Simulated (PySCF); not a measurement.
## Telling isomers of C₄H₈F₂O₂ apart by NMR

- σ from GIAO-PBE0/pcSseg-1
- geometry: GFN2-xTB
- run in PySCF 2.14.0 with density-fitted response routines
- gas phase, one averaged value for each set of equivalent atoms, non-relativistic Hamiltonian, a single conformation

Scale: ¹H (σref 31.72), ¹³C (σref 186.93) against TMS (reference shieldings calculated alike). Splittings of carbon signals by F and P are missing where no couplings were computed. Where no couplings were computed, multiplicities follow the n + 1 count of equivalent neighbours, and m marks all less simple cases (inequivalent or close neighbours, rings, F or P nearby). Shifts are as computed. Against solution values, carbons near 30 ppm lie about +3 ppm off and those near 130 ppm about +5 ppm. Of 1211 compounds with measured shifts, 218 miss one by over three times the rms of a fit or turn the order of signals round; such compounds aren't used in these exercises.

(1) Tabulate the signals of `COCC(F)(F)OC`, `COC(OC)C(F)F`, `CO[C@@H](F)[C@H](F)OC` and their relative energies.

(2) What is the quickest way to tell COCC(F)(F)OC from COC(OC)C(F)F?

(3) What is the quickest way to tell COCC(F)(F)OC from CO[C@@H](F)[C@H](F)OC?

(4) What is the quickest way to tell COC(OC)C(F)F from CO[C@@H](F)[C@H](F)OC?

Results:

(1) 
| SMILES | carbon types | δC | δH | E rel. (kcal/mol) |
| --- | --- | --- | --- | --- |
| COCC(F)(F)OC | 1×C 1×CH2 2×CH3 | 131.9, 77.3, 61.4, 51.4 | 3.85 (s, 3H), 3.78 (m, 2H), 3.61 (s, 3H) | 0.0 |
| COC(OC)C(F)F | 2×CH 2×CH3 | 123.3, 109.0, 57.3 | 5.98 (m, 1H), 4.40 (m, 1H), 3.64 (s, 6H) | 10.0 |
| CO[C@@H](F)[C@H](F)OC | 2×CH 2×CH3 | 115.4, 59.0 | 5.05 (m, 2H), 3.77 (s, 6H) | 4.7 |

Energies are electronic energies at PBE0/pcSseg-1 on these geometries, without zero-point or thermal terms, each for the one conformer computed, which needn't be the lowest.

(2) Count the carbon signals: 4 against 3. The first has a fully substituted sp3 carbon bonded to 2 F and O (C) at 131.9 ppm, the second an sp3 CH bonded to 2 F at 123.3 ppm. In the proton spectra the most deshielded non-exchanging signals are 3.85 (s, 3H) and 5.98 (m, 1H).

(3) Count the carbon signals: 4 against 2. The first has a fully substituted sp3 carbon bonded to 2 F and O (C) at 131.9 ppm, the second an sp3 CH bonded to F and O at 115.4 ppm. In the proton spectra the most deshielded non-exchanging signals are 3.85 (s, 3H) and 5.05 (m, 2H).

(4) Count the carbon signals: 3 against 2. The first has an sp3 CH bonded to 2 F at 123.3 ppm, the second an sp3 CH bonded to F and O at 115.4 ppm. In the proton spectra the most deshielded non-exchanging signals are 5.98 (m, 1H) and 5.05 (m, 2H).
